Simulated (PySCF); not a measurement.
C₆H₁₀O₂ (charge +1 and doublet state).
Z-matrix (Å and degrees, GFN2-xTB geometry), rows numbered from 1:
```
C 
C   1  1.3625
O   2  1.3137  1  126.38
C   3  1.4104  2  122.15  1    12.18
C   2  1.5031  1  121.39  3   179.80
C   5  1.5356  2  113.18  1   119.89
C   5  1.5378  2  106.69  1  -125.98
O   7  1.1813  5  124.13  2   -25.19
H   1  1.0750  2  121.26  3  -176.04
H   1  1.0778  2  121.86  3     9.74
H   4  1.0918  3  112.06  2    44.43
H   4  1.0899  3  106.00  2   164.71
H   4  1.0958  3  110.30  2   -77.73
H   5  1.0908  2  111.47  1    -5.02
H   6  1.0869  5  111.00  2    53.77
H   6  1.0870  5  110.79  2   175.22
H   6  1.0885  5  109.02  2   -66.25
H   7  1.1039  5  111.99  2   157.61
```

The hyperfine couplings belong to this conformer and change with its torsions.

Identity: `[CH2+][C](OC)[C@H](C=O)C` [radical] (charge +1).

The calculation used PySCF, UKS B3LYP, pcH-1 on C H O, non-relativistic, mean-field spin-orbit, GIAO. Geometry: GFN2-xTB, one conformer, isolated ion. A GFN2-xTB geometry isn't a minimum of the functional, and hyperfine couplings can be far from their values at a DFT geometry, by a factor of two or more for some ions and for spin on atoms past the first row. No stability test was run, so a lower SCF solution isn't excluded.

Principal values of hyperfine tensors in MHz (contact and dipolar terms together), for some of the nuclei:

| atom | isotope | A1 | A2 | A3 |
| --- | --- | --- | --- | --- |
| H18 | 1H | 124.42 | 125.52 | 132.78 |
| C1 | 13C | -2.33 | -1.93 | 131.17 |
| H13 | 1H | 38.90 | 40.01 | 45.05 |
| H9 | 1H | -56.84 | -39.03 | -12.87 |
| H10 | 1H | -53.99 | -36.76 | -11.28 |
| O3 | 17O | -100.18 | 3.64 | 4.84 |
| C2 | 13C | -37.21 | -26.58 | -18.78 |
| C7 | 13C | -28.30 | -20.50 | -12.55 |

Give the isotropic coupling of each nucleus in MHz and in mT (g = 2.0038), and the anisotropic part.

a_iso = (A1 + A2 + A3)/3, Ti = Ai − a_iso; 1 mT corresponds to 28.045 MHz.

```
atom  a_iso (MHz)  a_iso (mT)      T1      T2     T3
 H18       127.57       4.549   -3.16   -2.05   5.21
  C1        42.30       1.508  -44.63  -44.23  88.86
 H13        41.32       1.473   -2.42   -1.31   3.73
  H9       -36.24      -1.292  -20.59   -2.78  23.38
 H10       -34.01      -1.213  -19.98   -2.75  22.72
  O3       -30.57      -1.090  -69.61   34.21  35.40
  C2       -27.52      -0.981   -9.69    0.94   8.75
  C7       -20.45      -0.729   -7.85   -0.05   7.90
```

What spin density at the nucleus of C2 lies behind its contact coupling (g_N = 1.40482)?

a_FC = (2μ0/3) gₑ μB g_N μN ρ(0)/(2S·h) = 800.24 MHz × g_N × ρ(0)/(2S), with ρ in bohr⁻³. With a_FC = -27.52 MHz and 2S = 1, ρ(0) = -0.02448 bohr⁻³.

O8 (17O, g_N = -0.75752) isn't in the table. Its spin density at the nucleus is 0.02537 bohr⁻³. What is its contact coupling?

By the same relation, a_FC = -15.38 MHz. Its full tensor has the principal values -83.20, 15.42, 21.64 MHz.

Name the largest traceless tensor T of the table and describe it.

C1: -44.6, -44.2, 88.9 MHz, axial, in the ratio −1:−1:+2, the form that spin in one p orbital centred on that nucleus gives.

In a single crystal, with the field along each principal axis of the tensor of H13 in turn, what first-order splitting does this nucleus give (isotropic g, quadrupole terms neglected)?

2 lines (I = 1/2), spaced by |A_i|/(g × 13.996): 1.39, 1.43, 1.61 mT along the axes of A1, A2 and A3.

The SMILES draws the unpaired electron on C2; the largest computed Mulliken spin population is on C1 (0.57 against -0.02).
